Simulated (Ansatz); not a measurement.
## Nudged elastic band run: Si$_{16}$Ge

Input:

```yaml
crystal:
  lattice:
    - [0.0, 5.43, 5.43]
    - [5.43, 0.0, 5.43]
    - [5.43, 5.43, 0.0]
  atoms:
    - { symbol: Si, position: [0.00216319, 0.00752214, -0.01136512] }
    - { symbol: Si, position: [0.13001816, 0.13038589, 0.12020704] }
    - { symbol: Si, position: [0.0071441, 0.00253918, 0.5024691] }
    - { symbol: Si, position: [0.12477692, 0.12511036, 0.62544585] }
    - { symbol: Si, position: [-0.00258259, 0.50115919, 0.00142647] }
    - { symbol: Si, position: [0.12784074, 0.62204324, 0.1223764] }
    - { symbol: Si, position: [0.00179225, 0.48829809, 0.5078413] }
    - { symbol: Si, position: [0.129855, 0.62004576, 0.63054357] }
    - { symbol: Si, position: [0.50079051, -0.00216945, 0.00072601] }
    - { symbol: Si, position: [0.61964536, 0.13023475, 0.12035519] }
    - { symbol: Si, position: [0.48795855, 0.00215631, 0.50284732] }
    - { symbol: Si, position: [0.62173067, 0.12816816, 0.62848229] }
    - { symbol: Si, position: [0.50009856, 0.50112444, 0.00147251] }
    - { symbol: Si, position: [0.62473589, 0.62514736, 0.12549538] }
    - { symbol: Si, position: [0.50073675, 0.5004118, 0.49817495] }
    - { symbol: Si, position: [0.6195066, 0.61988524, 0.63070119] }
    - { symbol: Ge, position: [0.87477273, 0.87510833, 0.37546455] }
basis:
  ecutwfc: 420.0
kpoints:
  mp_grid: { grid: [2, 2, 2] }
hamiltonian:
  xc: pbe
  dispersion: d3bj
  pseudopotentials: { kind: paw, azcp: { folder: soft_1 } }
scf:
  occupations: { method: gaussian, width: 0.02 }
  lower_state_search: "off"
  max_iter: 97
neb:
  images: 3
  f_tol: 0.4
  max_iterations: 50
  order_check: false
  final_atoms:
    - { symbol: Si, position: [0.00012345, 0.00051633, -0.00034297] }
    - { symbol: Si, position: [0.12408319, 0.12456464, 0.1243768] }
    - { symbol: Si, position: [0.00301111, 0.00343435, 0.4967453] }
    - { symbol: Si, position: [0.1241144, 0.12451338, 0.62693073] }
    - { symbol: Si, position: [0.00525543, 0.49540004, 0.00479869] }
    - { symbol: Si, position: [0.12486478, 0.62780756, 0.12360423] }
    - { symbol: Si, position: [0.00541992, 0.49522403, 0.49430413] }
    - { symbol: Si, position: [0.13677524, 0.61787094, 0.62243513] }
    - { symbol: Si, position: [0.49479391, 0.00588493, 0.00495654] }
    - { symbol: Si, position: [0.62741291, 0.12528268, 0.1236361] }
    - { symbol: Si, position: [0.49494341, 0.00571393, 0.49445287] }
    - { symbol: Si, position: [0.61742514, 0.13731357, 0.62278622] }
    - { symbol: Si, position: [0.49723475, 0.49765125, 0.002515] }
    - { symbol: Si, position: [0.62290096, 0.62374924, 0.13649038] }
    - { symbol: Si, position: [0.499975, 0.50050903, 0.49970218] }
    - { symbol: Si, position: [0.62329249, 0.62332936, 0.61677452] }
    - { symbol: Ge, position: [0.74992159, 0.7505379, 0.74970735] }
```

Run as:

```bash
$ ansatz run input.yaml --threads 1 --pin off --max-ram 3072MiB --backend cpu --events-out ev --progress --plain --runs-dir out
```

Output, in part (warnings, iteration lines):

```
NEB end point (image 0): max|allowed force component| = 5.046e-3 eV/Å (the criterion of neb.relax_end_points is 8.000e-2)
NEB end point (image 4): max|allowed force component| = 1.919e-2 eV/Å (the criterion of neb.relax_end_points is 8.000e-2)
NEB iter   1: max|band force component| = 1.798e0 eV/Å  barrier→ = 1.2552 eV  barrier← = 1.2551 eV  Δτ_max = 0.1579 Å  (44 SCF iters)
NEB iter   2: max|band force component| = 6.423e-1 eV/Å  barrier→ = 0.5866 eV  barrier← = 0.5865 eV  Δτ_max = 0.1910 Å  (24 SCF iters)
NEB iter   3: max|band force component| = 4.261e-1 eV/Å  barrier→ = 0.3686 eV  barrier← = 0.3685 eV  CI = image 2  Δτ_max = 0.0582 Å  (22 SCF iters)
NEB iter   4: max|band force component| = 8.545e-2 eV/Å  barrier→ = 0.3520 eV  barrier← = 0.3519 eV  CI = image 2  Δτ_max = 0.0943 Å  (19 SCF iters)
NEB iter   5: max|band force component| = 1.603e-1 eV/Å  barrier→ = 0.3355 eV  barrier← = 0.3354 eV  CI = image 2  Δτ_max = 0.0000 Å  (7 SCF iters)
```

The run converged. The band force fell under the threshold earlier too, but the program's further tests of the path sent the band on. The threshold of 0.4 eV/Å is loose, so the images may lie well off the minimum-energy path. The order of the stationary point at the top wasn't checked. Limits of this set-up: coarse k mesh.

Final band (atoms are numbered from 1 in the order of the input):

```json
{"image": "0", "path coordinate (Å)": "0.00", "energy (eV)": "0.00", "Si1–Ge17 (Å)": "2.43", "Si14–Ge17 (Å)": "4.70"}
{"image": "1", "path coordinate (Å)": "0.76", "energy (eV)": "0.21", "Si1–Ge17 (Å)": "2.56", "Si14–Ge17 (Å)": "4.02"}
{"image": "2", "path coordinate (Å)": "1.60", "energy (eV)": "0.34", "Si1–Ge17 (Å)": "3.07", "Si14–Ge17 (Å)": "3.06"}
{"image": "3", "path coordinate (Å)": "2.44", "energy (eV)": "0.21", "Si1–Ge17 (Å)": "4.02", "Si14–Ge17 (Å)": "2.56"}
{"image": "4", "path coordinate (Å)": "3.20", "energy (eV)": "0.00", "Si1–Ge17 (Å)": "4.70", "Si14–Ge17 (Å)": "2.43"}
```

Time of the run: 2.2 min on 1 thread of Arm Neoverse V1, with other jobs on the host, peak memory 0.75 GiB.
